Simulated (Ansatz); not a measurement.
Cost and result for the atomization energy of C₂H₆AlN (10 atoms, 11 bonds).

```
atom   x (Å)   y (Å)   z (Å)
  N1  -0.417   0.506   0.997
  C2   0.648  -0.335   0.343
  C3  -0.081  -0.884  -0.893
 Al4   0.112   1.039  -0.841
  H5  -0.073   1.021   1.797
  H6  -1.270   0.008   1.255
  H7   1.212  -0.975   1.016
  H8  -1.000  -1.461  -0.720
  H9   0.588  -1.425  -1.562
 H10   0.281   2.504  -1.392
```

The species carries charge 0 and has multiplicity 1. The bonds changed during the relaxation, so this is another structure than the one it started from. The structure was optimised at the PBE0-D4/def2-TZVP level. It is one conformer, not always the lowest. Program: Ansatz. All runs use 2 threads of an AMD EPYC 7B13 on a shared host. Times are those of one run each, without the atoms' runs, and a repeat can differ threefold. Electronic energies, without spin–orbit coupling; frozen cores. CCSD(T)/CBS adds CCSD(T) − MP2 in def2-TZVPP to the MP2 limit, and its time is that of the two runs behind it. T1 = 0.011.

CCSD(T)/CBS is a level of theory with its own doubt, some kJ/mol a heavy atom from the limit and from the frozen cores, so smaller differences don't rank the functionals.

```
                             level  functions  wall time  atomization (kcal/mol)  difference from CCSD(T)/CBS  per bond
              revPBE-D4/def2-TZVPP        219      2.1 s                   825.3                         -1.2      -0.1
                BLYP-D4/def2-TZVPP        219      2.3 s                   824.9                         -1.6      -0.1
   PBE-D4/def2-TZVPP (with forces)        219      2.6 s                   846.1                         19.6       1.8
                  CCSD(T)/def2-SVP         90      2.8 s                   780.3                        -46.2      -4.2
               BHLYP-D4/def2-TZVPP        219        3 s                   801.5                        -25.0      -2.3
           CAM-B3LYP-D4/def2-TZVPP        219      3.2 s                   830.3                          3.8       0.3
             r2SCANh-D4/def2-TZVPP        219      4.4 s                   824.2                         -2.3      -0.2
r2SCAN-D4/def2-TZVPP (with forces)        219      4.8 s                   829.2                          2.7       0.2
                ωB97X-V/def2-TZVPP        219      7.5 s                   830.6                          4.1       0.4
                 B97M-V/def2-TZVPP        219      8.5 s                   832.9                          6.4       0.6
                    MP2/def2-QZVPP        421       20 s                   828.4                          1.9       0.2
                CCSD(T)/def2-TZVPP        219       58 s                   803.2                        -23.3      -2.1
                 CCSD(T)/CBS(def2)          –       78 s                   826.5                          0.0       0.0
```

In def2-TZVPP, CCSD(T) changes the Hartree–Fock value by +224.8 kcal/mol (the triples alone add +13.4 kcal/mol) and MP2 by +236.2 kcal/mol; breaking electron pairs costs correlation energy, which Hartree–Fock lacks. From BLYP to BHLYP (50 % exact exchange), in def2-TZVPP and without D4, the atomization energy moves by −19.0 kcal/mol: exact exchange takes away binding that semilocal exchange gives to molecules. The D4 term adds +6.8 kcal/mol with B3LYP and +3.5 kcal/mol with PBE0; it sums over pairs of atoms, weighted by their polarisabilities, and B3LYP, whose exchange is more repulsive, gets the larger term.

B3LYP here is the variant with VWN-RPA as its local correlation; programs differ in this.
